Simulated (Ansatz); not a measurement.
C3H12BGeNO, singlet, geometry from GFN2-xTB, with bond 12-8 at 1.8 times its length; CASSCF(4,4)/STO-3G run with Ansatz (a program for electronic structure).

Here is a job for Ansatz.
Ansatz 0.2 input:
```yaml
crystal:
  periodic: [false, false, false]
  atoms:
    - {symbol: B, position_ang: [-0.07806076, -0.34658036, -0.12462851]}
    - {symbol: Ge, position_ang: [0.83645801, 1.44639869, -0.37527509]}
    - {symbol: H, position_ang: [1.61111197, 1.57209599, -1.64898604]}
    - {symbol: H, position_ang: [-0.03073443, 2.67968621, -0.40327159]}
    - {symbol: H, position_ang: [1.84559020, 1.87316706, 0.66062972]}
    - {symbol: N, position_ang: [-0.84017596, -0.66527502, 1.00629025]}
    - {symbol: C, position_ang: [-1.04610952, 0.28575786, 2.07852990]}
    - {symbol: C, position_ang: [-1.52853465, -1.90471269, 1.30508020]}
    - {symbol: H, position_ang: [-2.11446748, 0.48858309, 2.20680870]}
    - {symbol: H, position_ang: [-0.66019137, -0.11471216, 3.02177749]}
    - {symbol: H, position_ang: [-0.53697075, 1.22217592, 1.86300628]}
    - {symbol: H, position_ang: [-0.89205148, -2.63124937, 3.02472303]}
    - {symbol: H, position_ang: [-2.60655154, -1.72713956, 1.39291397]}
    - {symbol: H, position_ang: [-1.36127650, -2.64731389, 0.53516615]}
    - {symbol: O, position_ang: [0.20646216, -1.08755908, -1.22197082]}
    - {symbol: C, position_ang: [-0.15747542, -2.38774247, -1.60649582]}
    - {symbol: H, position_ang: [0.27467661, -2.56112549, -2.59456711]}
    - {symbol: H, position_ang: [0.24377770, -3.13573035, -0.91550004]}
    - {symbol: H, position_ang: [-1.24413168, -2.49561750, -1.67742049]}
basis:
  gaussian:
    orbitals: STO-3G
hamiltonian:
  xc: hf
magnetization: {spin_polarized: false}
correlation: {active_space: {window: {electrons: 4, orbitals: 4}}}
```

What the program printed (banner, timings and long lists left out):

```
Functional definition: HF
782 factors; integrals over basis functions are off by at most 6.3e-5 eV
mean field evaluation 1: about -63202.9796 eV, gradient 2.8e1 eV
mean field evaluation 2: about -63203.3295 eV, gradient 2.8e1 eV
mean field evaluation 4: about -63206.7013 eV, gradient 2.8e0 eV
mean field evaluation 8: about -63206.7385 eV, gradient 3.6e-4 eV
mean field -63206.73850129 eV, -2322.8047968564 hartree, gradient 2.8e-6 eV, S^2 0.000000; 0 other end points of the search recorded, 0 dependent functions left out
reference -63206.73850129 eV, -2322.8047968564 hartree; 41, 41 occupied and 19, 19 virtual orbitals, 782 factors
state -63209.46785183 eV, -2322.9050986385 hartree
2 active orbitals were swapped for others, from the solution at -63209.31902357 eV, -2322.8996293010 hartree to that at -63209.46785183 eV, -2322.9050986385 hartree; typed "places" are swapped only where nearly empty or full, and so, without "given_window_search", are "orbital_numbers", "shells" and a window whose orbitals a file names under [Active]
Total energy: -63209.46785183 eV, -2322.9050986385 hartree
```
